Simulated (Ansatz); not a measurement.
A nudged elastic band was laid between two geometries of C₂H₈BGeN (13 atoms, charge 0, multiplicity 1).

Theory: Ansatz, RKS PBE-D4/def2-SVP.

```yaml
movable_images: 1
climbing_image: yes
spring: 5.0 eV/Å²
optimiser: quadratic models (default)
start_path: IDPP
force_threshold: 0.03 eV/Å
iteration_limit: 60
end_points: relaxed
```

Image 0:

```xyz
13
Properties=species:S:1:pos:R:3
C -1.113 1.197 -0.344
C -0.102 0.126 -0.079
N -0.036 -0.528 1.264
B 0.025 -1.443 -0.040
Ge 1.671 -0.504 -0.787
H -1.195 1.363 -1.436
H -0.846 2.174 0.117
H -2.130 0.914 0.016
H 0.741 -0.328 1.915
H -0.934 -0.574 1.765
H -0.670 -2.425 -0.168
H 2.851 0.071 0.060
H 1.759 -0.077 -2.270
```

Image 2:

```xyz
13
Properties=species:S:1:pos:R:3
C -1.147 1.178 -0.294
C -0.098 0.135 -0.069
N -0.201 -0.791 1.100
B 0.169 -1.395 -0.328
Ge 1.821 -0.225 -0.546
H -2.179 0.766 -0.191
H -1.062 1.567 -1.328
H -1.055 2.048 0.392
H 0.431 -0.693 1.912
H -1.163 -0.995 1.405
H -0.397 -2.364 -0.781
H 2.778 0.215 0.608
H 2.123 0.520 -1.866
```

Task: Which bonds break or form, and what moves?

Result: No bond is made or broken. The dihedral H8–C1–C2–Ge5 goes from 156 to -81°. The two ends are copies of one structure, up to a mirror image or an exchange of like atoms.

Task: Give the energies along the band, and the barrier.

Result: The forces met the threshold. The highest image is number 1 of 0 to 2, 11.8 kJ/mol above the ends, which have the same energy within 2 meV. Another band between the same ends (5 images) ends at a top of the same energy, where a vibrational analysis finds 1 clearly imaginary mode. So few images can step over the top or miss a turn of the path.

```
image  path coordinate (Å)  energy (kJ/mol)  dihedral H8–C1–C2–Ge5 (°)
    0                 0.00              0.0                        156
    1                 1.71             11.8                       -143
    2                 3.44              0.0                        -81
```

Task: What is the geometry of the highest image?

Result: 
```xyz
13
Properties=species:S:1:pos:R:3
C -1.147 1.183 -0.335
C -0.097 0.129 -0.073
N -0.171 -0.738 1.142
B 0.147 -1.418 -0.261
Ge 1.803 -0.284 -0.591
H -1.855 0.886 -1.138
H -0.698 2.152 -0.632
H -1.749 1.388 0.576
H 0.488 -0.606 1.928
H -1.122 -0.926 1.489
H -0.449 -2.398 -0.647
H 2.799 0.204 0.510
H 2.071 0.392 -1.954
```

The band took 4 iterations and about 40 core-seconds.

Time of the run: 19 s on 2 threads of Arm Neoverse V1 (shared host), peak memory 0.18 GiB.
